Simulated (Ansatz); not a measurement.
Reaction (silylene formation by 1,1-elimination): `S[SiH2]C[SeH]` → `C[SeH]` + `[SiH]S`

Computed with Ansatz on PBE0-D4/def2-TZVP structures; ΔE is electronic, products minus reactants. CCSD(T)/CBS adds triple-zeta CCSD(T) − MP2 to the extrapolated MP2 energy (def2 sets, frozen cores). This one scheme is used for every species. For Se outer-core shells are correlated without core-valence functions, which leaves a few kJ/mol of doubt a bond. Scalar relativity is left out up to krypton. One conformer a species, not always the lowest.

```
        species  CCSD(T)/CBS(def2) energy (Eh)
`S[SiH2]C[SeH]`                    -3129.24792
       `C[SeH]`                    -2441.15625
       `[SiH]S`                     -688.02937
```

Problem. Work out ΔE.

Solution. ΔE = (-2441.15625) + (-688.02937) − (-3129.24792) = 0.06230 Eh = +39.1 kcal/mol.

Largest T1 diagnostic among the species: 0.016.

From PBE to PBE0 (25 % exact exchange), in def2-TZVPP and without D4, ΔE moves by +3.6 kcal/mol. In def2-TZVPP, CCSD(T) changes the Hartree–Fock value by +2.7 kcal/mol (the triples alone add +0.4 kcal/mol) and MP2 by +7.2 kcal/mol.
